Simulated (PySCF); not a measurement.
# Dipole moment and polarisability of `C#C[Si@@](C)(O)P`

Compound: C3H7OPSi.
Geometry (GFN2-xTB, Å), atoms numbered from 1 in this order:
```
atom  x, y, z in Å
C1     2.416    0.614   -1.195
C2     1.456    0.270   -0.559
Si3   -0.068   -0.163    0.424
C4    -1.117   -1.434   -0.514
O5     0.348   -0.898    1.819
P6    -1.247    1.711    0.898
H7     3.264    0.895   -1.752
H8    -1.320   -1.108   -1.529
H9    -0.602   -2.388   -0.562
H10   -2.069   -1.592   -0.014
H11    0.704   -0.423    2.565
H12   -1.610    1.953   -0.413
H13   -0.160    2.563    0.813
```

Level: PBE0/def2-SVPD (PySCF), static field, nuclei fixed, core orbitals frozen in the response. The polarisability tensor in these axes (au):

```
x    99.22  -0.93 -12.97
y    -0.93  89.84   3.10
z   -12.97   3.10  82.95
```

Task: Give the principal values, the mean and the anisotropy Δα = √{½[(α1 − α2)² + (α2 − α3)² + (α1 − α3)²]}.

Result: Principal values 75.42, 89.88 and 106.72 au; mean 90.67 au = 13.44 Å³ = 14.95 × 10⁻⁴⁰ C²·m²/J; Δα = 27.13 au (30 % of the mean).

Task: What is the dipole moment, and where does it point?

Result: (0.73, 0.61, -0.44) D, 1.05 D in size, pointing from the negative to the positive side. Measured along this direction, the outermost atoms are H10 at the negative end and H7 at the positive end.

Task: Give the eigenvalues of the traceless quadrupole moment Θ = ½Σq(3rr − r²1), origin at the centre of nuclear charge.

Result: -7.67, 2.05, 5.62 D·Å. The values depend on the origin, since the dipole doesn't vanish. The electronic extent ⟨r²⟩ about the same centre is 982 bohr², a root-mean-square distance of 2.11 Å for the 62 electrons.

Task: Refractivity n − 1 of an ideal gas of it at 298.15 K and 1 atm, from the electronic α?

Result: N = p/kT = 2.4615 × 10¹⁹ cm⁻³, so n − 1 = 2π × N × 13.44 × 10⁻²⁴ cm³ = 2078 × 10⁻⁶ at long wavelengths.

Task: Estimate the molar refractivity from the static electronic polarisability.

Result: Lorentz–Lorenz: R = (4π/3)N_A α = 2.5225 cm³/(mol·Å³) × 13.44 Å³ = 33.9 cm³/mol, in the limit of long wavelengths.

Task: Along which axes do the principal values lie, and how far do the nuclei extend along each?

Result: Largest value along (0.86, -0.14, -0.49), where the nuclei span 5.29 Å; middle along (0.20, 0.98, 0.07), 5.03 Å; least along (0.47, -0.16, 0.87), 4.40 Å. The response follows the extents in order.

Task: Orientational against electronic polarisability at 298 K (dilute gas, rigid molecules)?

Result: In Gaussian units μ²/3kT = 8.99 Å³ against 13.44 Å³, a ratio of 0.67; the Debye molar polarisation (4π/3)N_A(α + μ²/3kT) is 56.6 cm³/mol, leaving out the vibrational part.

Geometry: GFN2-xTB, one conformer, isolated molecule.

The run behind these numbers computed excited states as well. The run took about 60 s of CPU time (one thread, shared machine).
